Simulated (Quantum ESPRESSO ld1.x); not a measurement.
Values are calculated unless marked as measured or tabulated.
Ag26+, configuration [Ar] 3d3.

Level of theory: scalar-relativistic Kohn-Sham, LDA (Slater exchange, Perdew-Zunger correlation), spin-unpolarised, spherical densities, point nucleus (ld1.x of Quantum ESPRESSO 7.5).

Energy parts (eV):
total: -132865.96
kinetic: 138455.81
electron-nucleus: -296601.43
Hartree: 28164.66
exchange-correlation: -2885.00

Orbitals (lengths in bohr, moments of r in powers of bohr; <r^-3> diverges for s and p1/2):
[
 {"orbital": "1s", "occ.": "2", "eigenvalue (eV)": "-26426.2", "<r^-3>": "-", "<r^2>": "0.001311", "<r>": "0.03114"},
 {"orbital": "2s", "occ.": "2", "eigenvalue (eV)": "-4834.97", "<r^-3>": "-", "<r^2>": "0.02121", "<r>": "0.1342"},
 {"orbital": "2p", "occ.": "6", "eigenvalue (eV)": "-4459.41", "<r^-3>": "3811", "<r^2>": "0.01666", "<r>": "0.1169"},
 {"orbital": "3s", "occ.": "2", "eigenvalue (eV)": "-1634.82", "<r^-3>": "-", "<r^2>": "0.1340", "<r>": "0.3432"},
 {"orbital": "3p", "occ.": "6", "eigenvalue (eV)": "-1512.83", "<r^-3>": "829.8", "<r^2>": "0.1302", "<r>": "0.3359"},
 {"orbital": "3d", "occ.": "3", "eigenvalue (eV)": "-1340.39", "<r^-3>": "120.2", "<r^2>": "0.1062", "<r>": "0.3021"},
 {"orbital": "4s", "occ.": "0", "eigenvalue (eV)": "-797.728", "<r^-3>": "-", "<r^2>": "0.5139", "<r>": "0.6765"},
 {"orbital": "4p", "occ.": "0", "eigenvalue (eV)": "-749.901", "<r^-3>": "282.3", "<r^2>": "0.5278", "<r>": "0.6832"}
]

The highest occupied level is 3d at -1340.4 eV. The density falls to 0.001 e/bohr^3 at r = 1.00 bohr. For comparison, the ionisation energy in NIST's Atomic Spectra Database is 1382 eV (theoretical). In exact Kohn-Sham theory the highest level is minus the ionisation energy, but local and semilocal functionals leave it too shallow, through self-interaction and a potential that decays too fast; potentials with the right tail come closer.

Beside tabulated values, note that spin-unpolarised runs miss the spin-polarisation part of the exchange energy of open shells.
